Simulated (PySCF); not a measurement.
## Induced dipoles and field energies

Compound: AsH3.
Geometry (PBE0-D3(BJ)/def2-SVP, Å), atoms numbered from 1 in this order:
```
atom  x, y, z in Å
As1   -0.0051    0.0054    0.6368
H2     1.2681   -0.0308   -0.2020
H3    -0.6064    1.1095   -0.2265
H4    -0.6566   -1.0841   -0.2083
```

Level: CAM-B3LYP/def2-SVPD (PySCF); nuclei fixed, core orbitals frozen in the response. Permanent dipole (0.002, -0.002, -0.298) D (1 au = 2.5417 D). Static polarisability (au):

```
x   34.42  0.00  0.00
y    0.00 34.42  0.00
z    0.00  0.00 35.03
```

Only the terms in μ and α are kept: μ(F) = μ + αF and ΔE = −μ·F − ½ F·αF.

A field of 0.001 au (0.051 V/Å) is applied along each axis in both senses. Find the induced dipole, the size of the total dipole and the two energy terms.

```csv
field along,induced x (D),induced y (D),induced z (D),total size (D),−μ·F (kJ/mol),−½F·αF (kJ/mol)
+x,0.087,0.000,0.000,0.311,-0.002,-0.045
−x,-0.087,0.000,0.000,0.310,+0.002,-0.045
+y,0.000,0.087,0.000,0.310,+0.002,-0.045
−y,0.000,-0.087,0.000,0.311,-0.002,-0.045
+z,0.000,0.000,0.089,0.209,+0.308,-0.046
−z,0.000,0.000,-0.089,0.387,-0.308,-0.046
```

For the field (0.0008, 0.0003, -0.0009) au, what is the induced dipole, and what angle does it make with the field?

αF = (0.070, 0.026, -0.080) D, at 0.5° to the field. The polarisability along this direction, F·αF/F², is 34.74 au, against a mean of 34.62 au.

At what field along the permanent dipole would the induced dipole along it equal the permanent one, in this linear picture?

The polarisability along the dipole is 35.03 au, so F = 0.1172 au / 35.03 au = 0.0033 au = 0.17 V/Å; higher-order terms are ignored.

What field makes μF equal to kT at 100 K?

kT = 0.3167 × 10⁻³ Eh, so F = 0.0027 au = 13.9 MV/cm.

Induction energy −ᾱe²/2R⁴ of a unit charge at 11 Å, the molecule taken as a point?

R = 20.79 bohr, so the energy is −34.6/(2 × 20.79⁴) Eh = -0.243 kJ/mol. The charge–dipole term at its most favourable orientation, −μe/R², is -0.712 kJ/mol.

Geometry: PBE0-D3(BJ)/def2-SVP; no solvent, vibrations or thermal averaging. The calculation is non-relativistic, for arsenic too.
